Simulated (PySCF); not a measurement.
**Electron correlation in Co⁺ (cobalt, charge +1)**

[Ar] 3d7 4p1, one real determinant (an excited configuration). Computed with PySCF 2.14 in dyall-av2z (16s12p7d2f, 101 functions), with the non-relativistic Hamiltonian (point nucleus). Frozen: [Ar]; 8 electrons correlated; the 33 highest virtual orbitals of each spin left out.

| level | correlation energy (mhartree) |
| --- | --- |
| CCSD | -175.21 |
| (T) | -4.01 |
| CCSD(T) | -179.22 |

Diagnostics: T1 = 0.013, D1 = 0.0352, largest double amplitude 0.032.

Problem. Is a single reference adequate?

Solution. Yes: T1 lies below 0.03 and no double amplitude reaches 0.07.

The reference is one real determinant that mixes LS terms of this configuration.
